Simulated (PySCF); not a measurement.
MCa cations for M along the fifth-period p block

PBE0 with double-zeta basis sets in PySCF, for the lowest determinant that a PBE0 search found; no spin–orbit coupling. De refers to high-spin ground-configuration atoms (the charge goes to the atom of lower measured ionisation energy or higher electron affinity, which is not always the lowest computed limit). A positive dipole points towards Ca; it is taken about the centre of mass and depends on that origin.

```tsv
M	basis	charged atom	state (unpaired electrons)	Re (Å)	ωe (cm⁻¹)	De (eV)	μ (D)
In	def2-SVP	In+	singlet (closed shell)	3.645	109	1.29	7.06
Sb	def2-SVP	Ca+	triplet (π ↑↑)	2.966	213	1.50	12.49
Te	def2-SVP	Ca+	doublet (π ↑)	2.801	262	2.34	13.76
I	def2-SVP	Ca+	singlet (closed shell)	2.692	294	3.30	14.28
```

The shortest bond is that of CaI⁺ (2.692 Å), the longest that of CaIn⁺ (3.645 Å). CaI⁺ is bound most strongly (3.30 eV) and CaIn⁺ least (1.29 eV).

The state changes along the series, so neighbouring rows are not always alike in their bonding.

Closed-shell solutions of metal pairs were not tested for spin polarisation, which can lower them a little. These are scalar-relativistic numbers at best; spin–orbit coupling would shift them, the dissociation energy most. For an ion De counts to the pair picked by the measured ionisation energies or electron affinities, which need not be the lowest pair at this level. States were picked by a PBE0 search and need not be the measured ground states.
